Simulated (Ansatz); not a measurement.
Gas-phase electronic energies from Ansatz, PBE0-D4/def2-TZVP geometries. CCSD(T)/CBS adds triple-zeta CCSD(T) − MP2 to the extrapolated MP2 energy (def2 sets, frozen cores). Functionals use def2-TZVPP. B3LYP here is the variant with VWN-RPA as its local correlation; programs differ in this. HSE06 is defined as in plane-wave codes. For Ge, Se outer-core shells are correlated without core-valence functions, which leaves a few kJ/mol of doubt a bond. Scalar relativity is left out up to krypton. One conformer a species, not always the lowest.

Consider the ligand exchange at the Si–C bond: `Cl[SiH2]C#[C][GeH3]` + H₂Se → `Cl[SiH2][SeH]` + `C#[C][GeH3]`.

| level | ΔE (kcal/mol) | difference from CCSD(T)/CBS |
| --- | --- | --- |
| LDA (SPW92) | -4.8 | 0.3 |
| PBE-D4 | -5.0 | 0.1 |
| revPBE-D4 | -4.7 | 0.4 |
| BLYP-D4 | -3.6 | 1.5 |
| r2SCAN-D4 | -4.5 | 0.6 |
| B97M-V | -3.4 | 1.7 |
| PBE0-D4 | -5.4 | -0.3 |
| B3LYP-D4 | -4.1 | 1.0 |
| r2SCANh-D4 | -4.8 | 0.3 |
| r2SCAN0-D4 | -5.1 | 0.0 |
| HSE06-D4 | -5.4 | -0.3 |
| BHLYP-D4 | -4.6 | 0.5 |
| CAM-B3LYP-D4 | -3.8 | 1.3 |
| ωB97X-V | -4.9 | 0.2 |
| B2PLYP | -3.9 | 1.2 |
| PBE-QIDH | -5.1 | 0.0 |
| PBE | -5.0 | 0.1 |
| revPBE | -4.8 | 0.3 |
| BLYP | -3.4 | 1.7 |
| r2SCAN | -4.6 | 0.5 |
| B3LYP | -3.9 | 1.2 |
| r2SCANh | -4.9 | 0.2 |
| r2SCAN0 | -5.2 | -0.1 |
| HSE06 | -5.4 | -0.3 |
| BHLYP | -4.1 | 1.0 |
| CAM-B3LYP | -3.8 | 1.3 |
| LC-ωPBE | -5.4 | -0.3 |
| RPA@PBE/def2-TZVPP | -2.9 | 2.2 |
| HF/def2-SVP | -2.8 | 2.3 |
| MP2/def2-SVP | -2.5 | 2.6 |
| CCSD(T)/def2-SVP | -2.1 | 3.0 |
| HF/def2-TZVPP | -4.1 | 1.0 |
| MP2/def2-TZVPP | -4.2 | 0.9 |
| SCS-MP2/def2-TZVPP | -3.6 | 1.5 |
| CCSD/def2-TZVPP | -3.9 | 1.2 |
| CCSD(T)/def2-TZVPP | -3.8 | 1.3 |
| HF/def2-QZVPP | -4.0 | 1.1 |
| SCS-MP2/def2-QZVPP | -4.3 | 0.8 |
| HF/CBS(def2) | -4.0 | 1.1 |
| CCSD/CBS(def2) | -5.3 | -0.2 |
| CCSD(T)/CBS | -5.1 | 0 |

Largest T1 diagnostic among the species: 0.012.

Leaving LDA and LC-ωPBE aside and taking each functional with its dispersion term where it has one, the values spread over 1.9 kcal/mol, from PBE0-D4 to B97M-V. At CCSD(T), def2-SVP lies +3.0 kcal/mol from the extrapolated value and def2-TZVPP +1.3 kcal/mol. From BLYP to BHLYP (50 % exact exchange), in def2-TZVPP and without D4, ΔE moves by −0.7 kcal/mol.

CCSD(T)/CBS has its own doubt, a few kJ/mol and more with outer-core shells, so smaller differences from it don't rank the levels.
